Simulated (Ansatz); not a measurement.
System: sum formula H₅SiO, net charge 1, singlet state. It need not be the lowest isomer of its formula. 
Geometry from a B3LYP-D3(BJ)/def2-TZVP (Ansatz, a program for electronic structure) optimisation:
```xyz
7

Si    -0.6614     0.0301    -0.1989
O      1.0973    -0.0330     0.3417
H     -0.7997    -1.1452    -1.0625
H     -1.3157    -0.0484     1.1088
H     -0.6573     1.3302    -0.8726
H      1.8377     0.2948    -0.1963
H      1.4158    -0.5885     1.0732
```
Charge +1, spin multiplicity 1.

Basis-set convergence of Hartree-Fock and MP2 correlation energies (hartree) with Ansatz. Cores are frozen in the correlated levels unless marked. Spin-orbit coupling is left out. Non-relativistic.

| basis | functions | E(HF) | E(corr, MP2) |
|---|---|---|---|
| cc-pV(D+d)Z | 62 | -366.46947 | -0.29371 |
| cc-pV(T+d)Z | 139 | -366.51184 | -0.37066 |
| cc-pV(Q+d)Z | 269 | -366.52244 | -0.39860 |
| cc-pV(5+d)Z | 466 | -366.52468 | -0.40962 |

Extrapolating the two largest sets (X = 4 and 5) as X^-3: E(corr) = (125·(-0.40962) - 64·(-0.39860))/61 = -0.4212 Eh, an estimate of the basis-set limit. The largest set recovers 97.3 % of it, the smallest 69.7 %.
